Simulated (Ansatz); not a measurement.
Basis-set extrapolation for C6H15N, SMILES `CCCCCCN` (PBE0-D4/def2-TZVP geometry, frozen core, Ansatz 0.2.0). Multiplicity 1, RHF reference.

|  | def2-TZVPP | def2-QZVPP |
| --- | --- | --- |
| HF | -290.500282 | -290.514291 |
| MP2 correlation | -1.274882 | -1.355665 |
| CCSD(T) correlation | -1.402495 | not run |

Energies in hartree. Use E(X) = E(∞) + A·exp(−7.88·√X) for Hartree–Fock and E(X) = E(∞) + B·X^(−2.97) for correlation, with X = 3 and 4, and add CCSD(T) minus MP2 of the smaller set to the MP2 limit.

Q: What is the CCSD(T) energy at the basis-set limit?

A: HF limit: -290.514291 + (-0.014009) × 0.13774 = -290.51622. MP2 limit: -1.355665 + (-0.080783) × 0.74074 = -1.41550. Higher-order term: -1.402495 − (-1.274882) = -0.12761. Total: -292.05933 hartree, 411.0 kJ/mol below CCSD(T)/def2-TZVPP.
